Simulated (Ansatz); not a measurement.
Reaction (formal exchange of groups at a Ge–Si bond): `[SiH3][GeH2][SiH2][GeH2][GeH3]` + `[GeH3][GeH2][GeH2][GeH3]` → `[GeH3][GeH2][GeH2][GeH2][GeH2][GeH3]` + `[SiH3][GeH2][SiH3]`

Computed with Ansatz on PBE0-D4/def2-TZVP structures; ΔE is electronic, products minus reactants. CCSD(T)/CBS adds triple-zeta CCSD(T) − MP2 to the extrapolated MP2 energy (def2 sets, frozen cores). DFT in def2-TZVPP. B3LYP here is the variant with VWN-RPA as its local correlation; programs differ in this. For Ge outer-core shells are correlated without core-valence functions, which leaves a few kJ/mol of doubt a bond. Scalar relativity is left out up to krypton. Each species was taken in one conformer, which may not be the lowest.

Task: Is it downhill or uphill in electronic energy at CCSD(T)/CBS, and by how much? (Best estimate.)

Result: The calculation gave: Downhill: ΔE = -4.2 kcal/mol.

Task: What do these levels give: PBE-D4, PBE0-D4, r2SCAN0-D4, BHLYP-D4, CAM-B3LYP-D4, r2SCAN, PBE0, B3LYP, HF/def2-SVP, CCSD(T)/def2-TZVPP, HF/def2-QZVPP, CCSD/CBS(def2)? (Estimate.)

Result: Ansatz gave: PBE-D4 -3.2, PBE0-D4 -3.4, r2SCAN0-D4 -3.6, BHLYP-D4 -4.8, CAM-B3LYP-D4 -4.1, r2SCAN -3.1, PBE0 -2.7, B3LYP -3.3, HF/def2-SVP -2.7, CCSD(T)/def2-TZVPP -4.6, HF/def2-QZVPP -3.2, CCSD/CBS(def2) -4.1 kcal/mol.

Largest T1 diagnostic among the species: 0.012.

Leaving LDA and LC-ωPBE aside and taking each functional with its dispersion term where it has one, the values, not all of them listed here, spread over 2.9 kcal/mol, from BHLYP-D4 to B97M-V. The D4 term adds −1.1 kcal/mol with B3LYP and −0.7 kcal/mol with PBE0; it sums over pairs of atoms, weighted by their polarisabilities, and B3LYP, whose exchange is more repulsive, gets the larger term. In def2-TZVPP, CCSD(T) changes the Hartree–Fock value by −1.1 kcal/mol (the triples alone add −0.1 kcal/mol) and MP2 by −1.9 kcal/mol.
